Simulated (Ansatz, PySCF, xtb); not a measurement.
Breaking the Ge1–H4 bond in CH6GeO (SMILES C[O][GeH3]) (multiplicity 1 held, fragments rigid). Energies count from the point at 1.532 Å.
Geometry at that point (charge 0, multiplicity 1):
```xyz
9

Ge     0.70621    -0.11748     0.11798
O     -0.90592    -0.12633    -0.65985
C     -1.98001     0.51276     0.00577
H      1.61131    -0.88016    -0.85431
H      1.16140     1.34424     0.31137
H      0.60492    -0.81783     1.48930
H     -1.79298     1.58364     0.15373
H     -2.87068     0.40372    -0.61514
H     -2.18513     0.06001     0.98383
```

U- levels take the lowest unrestricted solution at each point, which mixes spins at long bonds. Levels need not reach the same state.

Rows in 3-21G, LANL2DZ carry no dispersion term and start afresh at each structure; the Pople sets are all-electron and without relativity. LANL2DZ brings its own core potentials from Na on.

The values were computed with Ansatz (a first-principles code) with Gaussian orbitals; PySCF for 3-21G rows, LANL2DZ rows; xtb for the GFN methods.  The GFN methods have no spin term and hold the electronic entropy of 300 K.

Energies in eV.

| R (Å) | GFN2-xTB | R-HF/3-21G | U-PBE/cc-pVTZ | U-B3LYP/LANL2DZ | U-B3LYP/cc-pVTZ |
|---|---|---|---|---|---|
| 1.225 | 1.12 | 1.27 | 1.33 | 1.33 | 1.29 |
| 1.379 | 0.11 | 0.24 | 0.27 | 0.27 | 0.25 |
| 1.532 | 0.00 | 0.00 | 0.00 | 0.00 | 0.00 |
| 1.685 | 0.19 | 0.18 | 0.14 | 0.15 | 0.17 |
| 1.838 | 0.48 | 0.58 | 0.49 | 0.51 | 0.54 |
| 2.068 | 0.98 | 1.36 | 1.15 | 1.20 | 1.24 |
| 2.298 | 1.52 | 2.20 | 1.83 | 1.93 | 1.96 |
| 2.681 | 2.34 | 3.53 | 2.82 | 2.98 | 2.99 |
| 3.063 | 2.99 | 4.68 | 3.43 | 3.50 | 3.52 |
| 3.523 | 3.54 | 5.80 | 3.67 | 3.73 | 3.76 |
| 4.136 | 3.95 | 6.89 | 3.74 | 3.82 | 3.85 |
| 4.902 | 4.14 | 7.73 | 3.75 | 3.84 | 3.88 |

Doubts at one or more of the structures used: a restricted determinant that unrestricted orbitals would lower (R-HF/3-21G); a spin-contaminated determinant (U-PBE/cc-pVTZ, U-B3LYP/LANL2DZ, U-B3LYP/cc-pVTZ).
